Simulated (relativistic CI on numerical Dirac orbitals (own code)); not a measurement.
Ni2+ (3d8) in a crystal field

Calculated by Dirac-Coulomb-Breit CI, orbitals from a KLI potential per configuration, a model potential for QED, valence Slater integrals scaled by 0.8, one configuration in a parametric crystal field (own radial code).

Field parameters in Wybourne normalisation: D4h B²₀ = −7Ds, B⁴₀ = 21(Dq − Dt), B⁴₄ = 21√(5/14) Dq. The field is a parameter set, without covalency.

S is read from ⟨S²⟩ = S(S + 1).

Levels (cm⁻¹, degeneracy): 0 (2), 4 (1), 12842 (1), 13036 (2), 14763 (1), 15419 (1), 15482 (1), 15572 (2), 15696 (1), 16064 (1), 16180 (1), 22405 (1).

Task: Which field gives this pattern?
A. D4h, 10Dq = 13000, Ds = -1090, Dt = -290 cm⁻¹
B. D4h, 10Dq = 13000, Ds = 140, Dt = -290 cm⁻¹
C. D4h, 10Dq = 13000, Ds = -270, Dt = -290 cm⁻¹
D. D4h, 10Dq = 13000, Ds = 1770, Dt = -290 cm⁻¹

Result: B. D4h, 10Dq = 13000, Ds = 140, Dt = -290 cm⁻¹, ground level with S = 1.00.
